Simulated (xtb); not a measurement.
GeO, triplet, geometry from GFN2-xTB (the spin is typed, not shown lowest). Base run: GFN1-xTB in xtb 6.7.1.

Geometry (Å):
```xyz
2

Ge     0.0000     0.0000    -0.3348
O      0.0000     0.0000     1.3391
```
Charge 0, spin multiplicity 3.
All else is at xtb's defaults.
Base energy -6.19055 Eh.

The base run was repeated with changes; each row names its change, and settings that it needs were set with it.

| change | ΔE vs base (kJ/mol) | dipole (D) | G_solv (kcal/mol) | SCF cycles |
|---|---|---|---|---|
| base | 0.00 | 4.64 | - | 9 |
| acc = 0.1 | 0.00 | 4.64 | - | 9 |
| etemp = 10000 | -199.5 | 3.43 | - | 9 |
| acc = 30 | 0.00 | 4.64 | - | 7 |
| gbsa = thf | -19.34 | 4.89 | -4.95 | 9 |
| acc = 1000 | 0.00 | 4.64 | - | 6 |
| alpb = dmf | -20.20 | 4.82 | -5.01 | 9 |
| etemp = 5000 | -72.9 | 4.01 | - | 9 |
| etemp = 3000 | -35.0 | 4.40 | - | 9 |

ALPB and GBSA are two models with their own fitted parameters for each solvent, which aren't always the measured dielectric constant.
